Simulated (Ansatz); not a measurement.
Compare A (`B[Si](C)(N)F`) with its isomer B (`BN(C)[SiH2]F`).

Program: Ansatz. Geometries: PBE0-D4/def2-TZVP. ΔE: electronic, gas phase. CCSD(T)/CBS is the MP2 limit (def2-TZVPP, def2-QZVPP) plus CCSD(T) − MP2 in def2-TZVPP, frozen cores. DFT in def2-TZVPP. B3LYP here is the variant with VWN-RPA as its local correlation; programs differ in this. One conformer a species, not always the lowest.

(1) Which isomer does CCSD(T)/CBS put lower? Give the gap. (Estimate.)

(2) Give E(B) − E(A) in kcal/mol with ωB97M-V, MP2/def2-TZVPP, PBE0-D4, CCSD(T)/def2-TZVPP, B3LYP-D4, B2PLYP, PBE-D4. (Estimate.)

Largest T1 diagnostic: 0.012.

Results:

(1) Ansatz gave: B, by 18.5 kcal/mol.

(2) Computed: ωB97M-V -18.7, MP2/def2-TZVPP -20.5, PBE0-D4 -17.3, CCSD(T)/def2-TZVPP -19.6, B3LYP-D4 -19.2, B2PLYP -19.7, PBE-D4 -17.3. None reverses the order clearly.
